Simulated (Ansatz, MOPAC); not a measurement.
Molecule: SrCl, net charge 1, singlet state. SMILES: [Sr+][Cl]

Atoms: Sr1, Cl2. Bonds: Sr1-Cl2.

Bond lengths (Å) and angles (degrees) optimised at PM3 with MOPAC; HF/STO-3G with Ansatz (a quantum-chemistry and plane-wave program); PBE/6-31G* with LANL2DZ past Ar with Ansatz, each started from the B3LYP-D3(BJ)/def2-TZVP structure (Ansatz) of the last column. A row stands for all coordinates that are equal there. 6-31G* holds six Cartesian d functions.

```
coordinate    PM3  HF/STO-3G  PBE/6-31G* with LANL2DZ past Ar  B3LYP-D3(BJ)/def2-TZVP
----------  -----  ---------  -------------------------------  ----------------------
Sr1-Cl2     2.597      2.650                            2.684                   2.482
```

Mean signed difference of all 1 bond lengths from B3LYP-D3(BJ)/def2-TZVP: PM3 0.115 Å, HF/STO-3G 0.168 Å, PBE/6-31G* with LANL2DZ past Ar 0.202 Å.
